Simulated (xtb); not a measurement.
GeI$_{4}$, charge -1, doublet, geometry from GFN2-xTB (a state made from the parent by changing its charge; the spin is typed, not shown lowest); GFN0-xTB with ALPB(ch2cl2) (xtb).

The xtb input:
```
$ xtb mol.xyz --gfn 0 --chrg -1 --uhf 1 --alpb ch2cl2 --json

# file mol.xyz
5

I     -1.01498190     2.44307870    -0.83070020
Ge    -0.00000000    -0.00000000    -0.00000000
I     -1.89317457    -1.98061983    -0.42652050
I      0.61477469     0.12473657     2.70099564
I      2.29338179    -0.58719544    -1.44377495
```

The log (banner, timings and long lists left out):

```
   ID    Z sym.   atoms
    1   53 I      1, 3-5
    2   32 Ge     2

           -------------------------------------------------
          |                Calculation Setup                |
           -------------------------------------------------

           -------------------------------------------------
          |                 G F N 0 - x T B                 |
           -------------------------------------------------

      * Solvation model:               ALPB
        Solvent                        ch2cl2
        Parameter file                 internal GFN-FF/ALPB
        Dielectric constant                8.9300E+00
        Reference state                gsolv [1 M gas/solution]
        Free energy shift                  3.5387E-03 Eh       2.2205E+00 kcal/mol
        Temperature                        2.9815E+02 K
        Density                            1.3300E+00 kg/L
        Solvent mass                       8.4930E+01 g/mol
        Interaction kernel             P16
        Born radius scaling (c1)           1.6950E+00
        Born radii integrator          GBOBC
        Born offset                        0.0000E+00 a0       0.0000E+00 AA
        H-bond correction              false
        Ion screening                  false
        Surface tension                    1.0000E-05 Eh       1.5569E+01 dyn/cm
        Grid points                               230 per atom

          ...................................................
          :                      SETUP                      :
          :.................................................:
          :  # basis functions                  50          :
          :  # atomic orbitals                  45          :
          :  # shells                           15          :
          :  # electrons                        33          :
          :  electronic temp.          300.0000000     K    :
          :  accuracy                    1.0000000          :
          :  -> integral cutoff          0.2500000E+02      :
          :  -> integral neglect         0.1000000E-07      :
          ...................................................

         :::::::::::::::::::::::::::::::::::::::::::::::::::::
         ::                     SUMMARY                     ::
         :::::::::::::::::::::::::::::::::::::::::::::::::::::
         :: total energy             -17.723205019682 Eh    ::
         :: total w/o Gsasa/hb       -17.698783500914 Eh    ::
         :: gradient norm              0.012146218745 Eh/a0 ::
         :: HOMO-LUMO gap              2.593672064710 eV    ::
         ::.................................................::
         :: H0 energy                -16.369336322265 Eh    ::
         :: repulsion energy           0.006120124143 Eh    ::
         :: electrostat energy        -1.357324633486 Eh    ::
         :: -> Gsolv                   0.000000000000 Eh    ::
         ::    -> Gsasa               -0.027960171890 Eh    ::
         ::    -> Gshift               0.003538653122 Eh    ::
         :: dispersion energy         -0.002664188073 Eh    ::
         :: short-range corr.          0.000000000000 Eh    ::
         :: add. restraining           0.000000000000 Eh    ::
         :: total charge              -1.000000000000 e     ::
         :::::::::::::::::::::::::::::::::::::::::::::::::::::

           -------------------------------------------------
          |                Property Printout                |
           -------------------------------------------------

    * Orbital Energies and Occupations

         #    Occupation            Energy/Eh            Energy/eV
      -------------------------------------------------------------
         1        2.0000           -0.6548795             -17.8202
       ...           ...                  ...                  ...
         5        2.0000           -0.5970076             -16.2454
         6        2.0000           -0.4567674             -12.4293
         7        2.0000           -0.4567674             -12.4293
         8        2.0000           -0.4567674             -12.4293
         9        2.0000           -0.4361496             -11.8682
        10        2.0000           -0.4361496             -11.8682
        11        2.0000           -0.4292475             -11.6804
        12        2.0000           -0.4292475             -11.6804
        13        2.0000           -0.4292475             -11.6804
        14        2.0000           -0.4239613             -11.5366
        15        2.0000           -0.4239613             -11.5366
        16        2.0000           -0.4239613             -11.5366
        17        1.0000           -0.3339466              -9.0871 (HOMO)
        18                         -0.2386309              -6.4935 (LUMO)
        19                         -0.2386309              -6.4935
        20                         -0.2386309              -6.4935
        21                         -0.0720183              -1.9597
        22                         -0.0720183              -1.9597
        23                         -0.0584747              -1.5912
        24                         -0.0584747              -1.5912
        25                         -0.0584747              -1.5912
        26                         -0.0481669              -1.3107
        27                         -0.0481669              -1.3107
        28                         -0.0481669              -1.3107
       ...                                ...                  ...
        45                          1.3184328              35.8764
      -------------------------------------------------------------
                  HL-Gap            0.0953157 Eh            2.5937 eV
             Fermi-level            0.0000000 Eh            0.0000 eV

     #   Z          covCN         q      C6AA      α(0)
     1  53 I        0.827    -0.355   397.224    34.428
     2  32 Ge       3.294     0.421   194.686    25.761
     3  53 I        0.827    -0.355   397.224    34.428
     4  53 I        0.827    -0.355   397.224    34.428
     5  53 I        0.827    -0.355   397.224    34.428

 Mol. C6AA /au·bohr⁶  :       8768.725420
 Mol. C8AA /au·bohr⁸  :     805732.970977
 Mol. α(0) /au        :        163.471441

Wiberg/Mayer (AO) data.
largest (>0.10) Wiberg bond orders for each atom

 ---------------------------------------------------------------------------
     #   Z sym  total        # sym  WBO       # sym  WBO       # sym  WBO
 ---------------------------------------------------------------------------
     1  53 I    1.283 --     2 Ge   0.964     3 I    0.106     4 I    0.106
                             5 I    0.106
     2  32 Ge   3.856 --     4 I    0.964     3 I    0.964     1 I    0.964
                             5 I    0.964
     3  53 I    1.283 --     2 Ge   0.964     1 I    0.106     4 I    0.106
                             5 I    0.106
     4  53 I    1.283 --     2 Ge   0.964     3 I    0.106     1 I    0.106
                             5 I    0.106
     5  53 I    1.283 --     2 Ge   0.964     4 I    0.106     3 I    0.106
                             1 I    0.106
 ---------------------------------------------------------------------------

Topologies differ in total number of bonds
Writing topology from bond orders to xtbtopo.mol

 dipole moment from electron density (au)
     X       Y       Z
  -0.0000  -0.0000   0.0000  total (Debye):    0.000

           -------------------------------------------------
          | TOTAL ENERGY              -17.723205019682 Eh   |
          | GRADIENT NORM               0.012146218745 Eh/α |
          | HOMO-LUMO GAP               2.593672064710 eV   |
           -------------------------------------------------

normal termination of xtb
```
